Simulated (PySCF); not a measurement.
Species: CH5AlF3NS.
SMILES with atom numbers: `[NH3+:1][AlH2-:2][S:3][C:4]([F:5])([F:6])[F:7]` (hydrogens: H8, H9, H10 on N1; H11, H12 on Al2)

Computed, not measured: PBE0-D3(BJ)/def2-SVP geometry optimisation, gas phase in PySCF 2.14.0.

Task: List the bond lengths, angles and torsions at this level.

Result: 
```
                bond  length (pm)
              N1–Al2        206.3
              Al2–S3        228.7
               S3–C4        179.6
        C4–F5, C4–F6        132.9
               C4–F7        135.6
N1–H8, N1–H9, N1–H10        102.2
    Al2–H11, Al2–H12        159.2
```

Bonds in one row agree within 1 pm and their mean is given. A selection of angles:
```
      angle  degrees
  Al2–N1–H8    111.0
   H8–N1–H9    107.4
  N1–Al2–S3     91.7
 N1–Al2–H11    100.7
 N1–Al2–H12    100.3
 S3–Al2–H11    116.3
H11–Al2–H12    122.1
  Al2–S3–C4     95.3
   S3–C4–F5    112.8
   S3–C4–F6    112.4
   F5–C4–F6    107.2
```

Torsions: N1–Al2–S3–C4 -176° (antiperiplanar); Al2–S3–C4–F5 117° (anticlinal). The mirror-image conformer, all signs reversed, is as good.

The 3 C–F bonds span 1.329 Å (C4–F6, drawn single) to 1.356 Å (C4–F7, drawn single), a spread of 0.027 Å. N1 (nitrogen bonded to Al and 3 H) is tetrahedral (angles from 107.3° to 112.0°). Al2 (aluminium bonded to N, S and 2 H) has angles from 91.7° to 122.1°.

Point group: near Cs, missed by 0.16 Å at most; the miss may be what the optimiser left on a soft mode. Whether it is a minimum is left open (no frequencies). One conformer, not necessarily the lowest.
